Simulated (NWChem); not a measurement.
# vinylidene fluoride (C$_{2}$H$_{2}$F$_{2}$); SMILES C(F)(F)=C

All runs: NWChem. The geometry was optimised at PBE0/def2-SVP. Level PBE/def2-SVP: single points from the atomic guess with DIIS by default; each run changes one setting, and all converged runs end within 0.3 mHa of each other. cgmin counts macro-iterations, each dearer than a DIIS step.

Question: Which setting needs the most SCF iterations, or fails (no level shifting; defaults; no DIIS, 40 % damping; quadratically convergent solver (cgmin); DIIS on 20 Fock matrices)?

Answer: no DIIS, 40 % damping, which doesn't converge.
```csv
setting,SCF iterations
defaults,9
quadratically convergent solver (cgmin),6
DIIS on 20 Fock matrices,8
no level shifting,9
"no DIIS, 40 % damping",not converged in 200
```
